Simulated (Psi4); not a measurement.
C5H12Te, singlet, geometry from GFN2-xTB (core potentials on Te); Psi4 with PBE0/def2-TZVPD.

The Psi4 input:
```
memory 2 GB

molecule {
0 1
Te    0.27250768   -0.00965595    0.86475236
C     1.46295751   -0.93652391   -0.71098149
C     0.74902780   -2.02785013   -1.48014822
H     2.32848645   -1.34483319   -0.19520138
H     1.80994685   -0.15458239   -1.38114257
H    -0.09488170   -1.62770268   -2.03719068
H     0.38195353   -2.80039329   -0.80786089
H     1.43149563   -2.49084963   -2.19324696
C    -1.12440376    1.12290693   -0.40393696
C    -2.31706563    0.28386365   -0.82316146
C    -0.42504875    1.73818916   -1.59837019
H    -1.46849033    1.91863450    0.25855447
H    -3.02843277    0.89649311   -1.37825767
H    -2.01076877   -0.53933803   -1.46444417
H    -2.82671797   -0.12804336    0.04534442
H     0.42891594    2.33712758   -1.28764923
H    -1.11471681    2.38434345   -2.14189587
H    -0.07999240    0.96773925   -2.28454245
}

set {
  basis def2-tzvpd
}

energy('pbe0')
print_variables()
```

Write the output that Psi4 gives for this input, abridged.


```
   => Loading Basis Set <=

    Name: DEF2-TZVPD
    Role: ORBITAL
    Keyword: BASIS

    !!!  WARNING: ECP capability is in beta. Please check occupations closely.  !!!

         ---------------------------------------------------------
                                   SCF
               by Justin Turney, Rob Parrish, Andy Simmonett
                          and Daniel G. A. Smith
                              RKS Reference
         ---------------------------------------------------------

  ==> Geometry <==

    Molecular point group: c1
    Full point group: C1

    Geometry (in Angstrom), charge = 0, multiplicity = 1:

       Center              X                  Y                   Z               Mass
    ------------   -----------------  -----------------  -----------------  -----------------
         TE           0.216717397803    -0.011273306529     0.680823457489   129.906222748000
         C            1.407167227803    -0.938141266529    -0.894910392511    12.000000000000
         C            0.693237517803    -2.029467486529    -1.664077122511    12.000000000000
         H            2.272696167803    -1.346450546529    -0.379130282511     1.007825032230
         H            1.754156567803    -0.156199746529    -1.565071472511     1.007825032230
         H           -0.150671982197    -1.629320036529    -2.221119582511     1.007825032230
         H            0.326163247803    -2.802010646529    -0.991789792511     1.007825032230
         H            1.375705347803    -2.492466986529    -2.377175862511     1.007825032230
         C           -1.180194042197     1.121289573471    -0.587865862511    12.000000000000
         C           -2.372855912197     0.282246293471    -1.007090362511    12.000000000000
         C           -0.480839032197     1.736571803471    -1.782299092511    12.000000000000
         H           -1.524280612197     1.917017143471     0.074625567489     1.007825032230
         H           -3.084223052197     0.894875753471    -1.562186572511     1.007825032230
         H           -2.066559052197    -0.540955386529    -1.648373072511     1.007825032230
         H           -2.882508252197    -0.129660716529    -0.138584482511     1.007825032230
         H            0.373125657803     2.335510223471    -1.471578132511     1.007825032230
         H           -1.170507092197     2.382726093471    -2.325824772511     1.007825032230
         H           -0.135782682197     0.966121893471    -2.468471352511     1.007825032230

  Running in c1 symmetry.

  Rotational constants: A =      0.06797  B =      0.05354  C =      0.03895 [cm^-1]
  Rotational constants: A =   2037.73468  B =   1605.12541  C =   1167.58111 [MHz]
  Nuclear repulsion =  361.024709600870551

  Charge       = 0
  Multiplicity = 1
  Electrons    = 66
  Nalpha       = 33
  Nbeta        = 33

  ==> Algorithm <==

  SCF Algorithm Type is DF.
  DIIS enabled.
  MOM disabled.
  Fractional occupation disabled.
  Guess Type is SAD.
  Energy threshold   = 1.00e-06
  Density threshold  = 1.00e-06
  Integral threshold = 1.00e-12

  ==> Primary Basis <==

  Basis Set: DEF2-TZVPD
    Blend: DEF2-TZVPD
    Number of shells: 144
    Number of basis functions: 352
    Number of Cartesian functions: 392
    Spherical Harmonics?: true
    Max angular momentum: 3

  Core potential: DEF2-TZVPD
    Number of shells: 4
    Number of ECP primitives: 18
    Number of ECP core electrons: 28
    Max angular momentum: 3

  ==> DFT Potential <==

   => LibXC <=

    Version 7.1.2
    S. Lehtola, C. Steigemann, M. J. T. Oliveira, and M. A. L. Marques,  SoftwareX 7, 1–5 (2018) (10.1016/j.softx.2017.11.002)

   => Composite Functional: PBE0 <=

    PBE0 Hyb-GGA Exchange-Correlation Functional

    C. Adamo and V. Barone,  J. Chem. Phys. 110, 6158 (1999) (10.1063/1.478522)
    M. Ernzerhof and G. E. Scuseria,  J. Chem. Phys. 110, 5029 (1999) (10.1063/1.478401)

    Deriv               =              1
    GGA                 =           TRUE
    Meta                =          FALSE

    Exchange Hybrid     =           TRUE
    MP2 Hybrid          =          FALSE

   => Exchange Functionals <=

    0.7500   Perdew, Burke & Ernzerhof

   => Exact (HF) Exchange <=

    0.2500               HF

   => Correlation Functionals <=

    1.0000   Perdew, Burke & Ernzerhof

   => LibXC Density Thresholds  <==

    XC_HYB_GGA_XC_PBEH:  1.00E-15

   => Molecular Quadrature <=

    Radial Scheme          =       TREUTLER
    Pruning Scheme         =           NONE
    Nuclear Scheme         =       TREUTLER

    Blocking Scheme        =         OCTREE
    BS radius alpha        =              1
    Pruning alpha          =              1
    Radial Points          =             75
    Spherical Points       =            302
    Total Points           =         381599
    Total Blocks           =           2805
    Max Points             =            256
    Max Functions          =            342
    Weights Tolerance      =       1.00E-15

   => Loading Basis Set <=

    Name: (DEF2-TZVPD AUX)
    Role: JKFIT
    Keyword: DF_BASIS_SCF

  ==> Integral Setup <==

  SCF_SUBTYPE=INCORE selected. In-core MEM_DF algorithm will be used.
  Using in-core AOs.

  ==> MemDFJK: Density-Fitted J/K Matrices <==

    J tasked:                   Yes
    K tasked:                   Yes
    wK tasked:                   No
    Algorithm:                 Core
    Schwarz Cutoff:           1E-12
    Mask sparsity (%):       2.8716
    Fitting Condition:        1E-10

   => Auxiliary Basis Set <=

  Basis Set: (DEF2-TZVPD AUX)
    Blend: DEF2-UNIVERSAL-JKFIT
    Number of shells: 243
    Number of basis functions: 809
    Number of Cartesian functions: 994
    Spherical Harmonics?: true
    Max angular momentum: 5

  Minimum eigenvalue in the overlap matrix is 6.6131767820E-06.
  Reciprocal condition number of the overlap matrix is 4.2800966381E-07.
    Using symmetric orthogonalization.

  ==> Pre-Iterations <==

  SCF Guess: Superposition of Atomic Densities via on-the-fly atomic UHF (no occupation information).

   -------------------------
    Irrep   Nso     Nmo
   -------------------------
     A        352     352
   -------------------------
    Total     352     352
   -------------------------

  ==> Iterations <==

                           Total Energy        Delta E     RMS |[F,P]|

   @DF-RKS iter SAD:  -463.40549672193879   -4.63405e+02   0.00000e+00
   @DF-RKS iter   1:  -464.41112627221958   -1.00563e+00   4.25767e-03 ADIIS/DIIS
   @DF-RKS iter   2:  -462.01552542174750    2.39560e+00   6.53874e-03 ADIIS/DIIS
   @DF-RKS iter   3:  -465.53472098708363   -3.51920e+00   9.63724e-04 ADIIS/DIIS
   @DF-RKS iter   4:  -465.58635191084733   -5.16309e-02   6.11847e-04 ADIIS/DIIS
   @DF-RKS iter   5:  -465.60691530727439   -2.05634e-02   2.20043e-04 ADIIS/DIIS
   @DF-RKS iter   6:  -465.60932687888948   -2.41157e-03   6.78383e-05 DIIS
   @DF-RKS iter   7:  -465.60958463805741   -2.57759e-04   1.17436e-05 DIIS
   @DF-RKS iter   8:  -465.60959033494009   -5.69688e-06   5.23654e-06 DIIS
   @DF-RKS iter   9:  -465.60959186821862   -1.53328e-06   1.59903e-06 DIIS
   @DF-RKS iter  10:  -465.60959203178430   -1.63566e-07   3.27483e-07 DIIS
  Energy and wave function converged.

  ==> Post-Iterations <==

   Electrons on quadrature grid:
      Ntotal   =   66.0001655141 ; deviation = 1.655e-04

    Orbital Energies [Eh]
    ---------------------

    Doubly Occupied:

[...]
    Virtual:

[...]
     352A    104.758015

    Final Occupation by Irrep:
              A
    DOCC [    33 ]
    NA   [    33 ]
    NB   [    33 ]

  @DF-RKS Final Energy:  -465.60959203178430

   => Energetics <=

    Nuclear Repulsion Energy =            361.0247096008705512
    One-Electron Energy =               -1449.7292992255954687
    Two-Electron Energy =                 662.8111363337922057
    DFT Exchange-Correlation Energy =     -39.7161387408514912
    Empirical Dispersion Energy =           0.0000000000000000
    VV10 Nonlocal Energy =                  0.0000000000000000
    Total Energy =                       -465.6095920317843024

Computation Completed

Properties will be evaluated at   0.000000,   0.000000,   0.000000 [a0]

Properties computed using the SCF density matrix

 Multipole Moments:

 ------------------------------------------------------------------------------------
     Multipole            Electronic (a.u.)      Nuclear  (a.u.)        Total (a.u.)
 ------------------------------------------------------------------------------------

 L = 1.  Multiply by 2.5417464519 to convert [e a0] to [Debye]
 Dipole X            :         21.2831825          -21.3772880           -0.0941055
 Dipole Y            :         -0.2535071            0.3091992            0.0556921
 Dipole Z            :         68.0869646          -68.6960305           -0.6090659
 Magnitude           :                                                    0.6188043

 ------------------------------------------------------------------------------------

  Variable Map:
  ----------------------------------------------------------------------------
[...]
  Array Variable Map:
  ----------------------------------------------------------------------------
[...]
[...]
```
